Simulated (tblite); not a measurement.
Compound: C6H10P (charge +1).
SMILES: `CC1=C[PH2+]C(C)=C1`

Computed with GFN2-xTB (tblite): harmonic, unscaled wavenumbers at the GFN2-xTB geometry, gas phase. This tight-binding method is rough: wavenumbers can miss measured ones by several per cent, in bad cases by 10 to 20. Modes of hydrogen on phosphorus can be 10 to 20 % off.

Harmonic wavenumbers (cm⁻¹): 64.3, 132.0, 174.7, 192.1, 235.1, 319.3, 341.7, 468.5, 515.2, 535.6, 556.2, 642.7, 675.7, 706.6, 721.0, 864.2, 871.8, 939.4, 985.8, 994.3, 1003.9, 1009.5, 1012.3, 1099.2, 1137.8, 1198.6, 1298.6, 1378.7, 1393.5, 1429.2, 1434.7, 1438.4, 1440.8, 1545.7, 1611.1, 2406.4, 2435.0, 3001.3, 3004.3, 3018.4, 3018.7, 3058.2, 3072.8, 3114.7, 3117.9.

A = 3689, B = 1781, C = 1233 MHz; mass 113.052 u (most abundant isotopes); point group Cs, symmetry number 1.

**Question.** What is the zero-point energy?

**Answer.** ½Σν̃ = 29808 cm⁻¹ = 85.22 kcal/mol.

**Question.** Give the ideal-gas entropy at 298.15 K and 1 bar in the rigid-rotor, harmonic-oscillator model (classical rotation).

**Answer.** Translation 40.11, rotation 28.07, vibration 21.16: S = 89.3 cal/(mol K).

**Question.** And Cp and H(298.15 K) − H(0)?

**Answer.** Cp = 33.86 cal/(mol K), of which vibrations give 25.91 (their classical limit is 45 R = 89.4); H(298.15 K) − H(0) = 5.96 kcal/mol without the zero-point energy, 3.59 from vibrations.

**Question.** Blend soft modes into free rotors: weight 1/[1 + (100 cm⁻¹/ν̃)⁴] for the oscillator and the rest for a rotor with moment μB/(μ + B), μ = h/(8π²ν), B = 10⁻⁴⁴ kg m². What vibrational entropy results?

**Answer.** 20.21 cal/(mol K) in place of 21.16, which changes −T·S at 298.15 K by +0.28 kcal/mol.

**Question.** How do the functions run with temperature in this model?

**Answer.** 
| T (K) | S (cal/(mol K)) | Cp (cal/(mol K)) | H − H(0) (kcal/mol) | G − H(0) (kcal/mol) | ln q(vib) |
| --- | --- | --- | --- | --- | --- |
| 50 | 55.4 | 10.8 | 0.45 | -2.32 | 0.21 |
| 100 | 64.4 | 15.5 | 1.11 | -5.33 | 0.87 |
| 373.15 | 97.7 | 40.7 | 8.76 | -27.69 | 6.13 |
| 500 | 111.0 | 50.5 | 14.57 | -40.94 | 8.82 |
| 750 | 134.3 | 64.2 | 29.05 | -71.69 | 14.10 |
| 1000 | 154.1 | 73.1 | 46.29 | -107.80 | 19.10 |

q(vib) and H(0) count from the zero-point level.

**Question.** Which modes carry the vibrational entropy at 298.15 K?

**Answer.** 64.3 cm⁻¹: 4.32; 132.0 cm⁻¹: 2.92; 174.7 cm⁻¹: 2.38; 192.1 cm⁻¹: 2.21; 235.1 cm⁻¹: 1.84; 319.3 cm⁻¹: 1.31 cal/(mol K); the other 39 give 6.18 together.

**Question.** What must be added to the electronic energy to get the Gibbs energy at 298.15 K and 1 bar?

**Answer.** ZPE + [H(298.15 K) − H(0)] − T·S = 85.22 + 5.96 − 26.64 = 64.54 kcal/mol.

Hindered rotation and anharmonicity are outside this model.

Time: 0.87 s wall. Hardware: one thread, Arm Neoverse N1 (aarch64), no GPU, shared host with 64 logical CPUs at a one-minute load of 56. This covers the Hessian and the dipole derivatives.
